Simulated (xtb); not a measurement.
C3H7 (SMILES C[CH]C), doublet, at a GFN2-xTB geometry, atoms displaced at random by about 0.05 Å a coordinate. Base run: GFN2-xTB run with xtb.

The xtb input:
```
$ xtb mol.xyz --gfn 2 --uhf 1 --opt --json

# file mol.xyz
10

C      1.22365006     0.27802001     0.13164940
C      0.03696941    -0.46054838    -0.23866102
C     -1.39962774     0.10419296     0.04643092
H      2.13918314    -0.51859447     0.23061404
H      1.08678095     0.80587092     1.00775285
H      1.62835260     1.01509555    -0.57999304
H      0.13216697    -1.23723679    -0.94993700
H     -2.01872581    -0.78688261     0.11443248
H     -1.65894678     0.69525503    -0.68729936
H     -1.29716906     0.55970824     1.07196513
```

Each row names what was changed in the base input (with any setting that the change needs).

```tsv
change	ΔE vs base (kcal/mol)	optimiser steps
base	0.000	6
opt level = sloppy	0.001	5
opt level = crude	0.014	4
alpb = chcl3	-2.53	6
opt level = extreme	-0.001	16
opt level = loose	0.001	5
alpb = benzene	-2.38	6
opt level = lax	0.000	6
engine = lbfgs	0.000	-
engine = inertial	0.010	-
```
